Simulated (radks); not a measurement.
Values are calculated unless marked as measured or tabulated.
Q: Numerical settings for the strontium ion Sr+, [Kr] 5s1. Code: a radial shooting solver on a logarithmic mesh with Libxc functionals. Model: non-relativistic Kohn-Sham, PBEsol, spin-polarised, spherical densities, point nucleus; open shells are filled with parallel spins first (spin-orbit coupling, left out, can overturn this in heavy ions); relativity is left out, which matters for an element this heavy. The defaults (mesh step 0.008 in ln r, mesh end at 40 bohr or more with all orbitals vanishing there, Anderson mixing 0.5 over 9 steps, residual threshold near 1e-9 with the energy settled to 1e-9 hartree or 1e-11 of itself, here a cap of 59 iterations) give E = -3130.8978 hartree and 5s at -8.587 eV in 14 iterations. Run on one thread of a shared host, so times are rough (Intel(R) Xeon(R) Platinum 8488C): 0.28 s of CPU time, 0.28 s wall, 14 iterations on 2602 mesh points. One setting is changed at a time: mesh step in ln r 0.08; mesh step in ln r 0.12; mesh step in ln r 0.05; mesh end (bohr) 2; mesh end (bohr) 12; residual threshold 1e-05; residual threshold 1e-16; mixing 0.01; linear mixing, mixing 0.2; linear mixing, mixing 0.5; mixing history 2; iteration cap 2. Which runs fail to converge, and which converge to a wrong energy?

A: Not converged within the cap: mesh step in ln r 0.08; mesh step in ln r 0.12; residual threshold 1e-16; linear mixing, mixing 0.2; iteration cap 2. Settled on a wrong energy, with an occupied level pushed above zero by the early mesh end: mesh end (bohr) 2 (+12.6 hartree). Apart from these: no run marked as converged misses the energy by more than 1 mhartree.
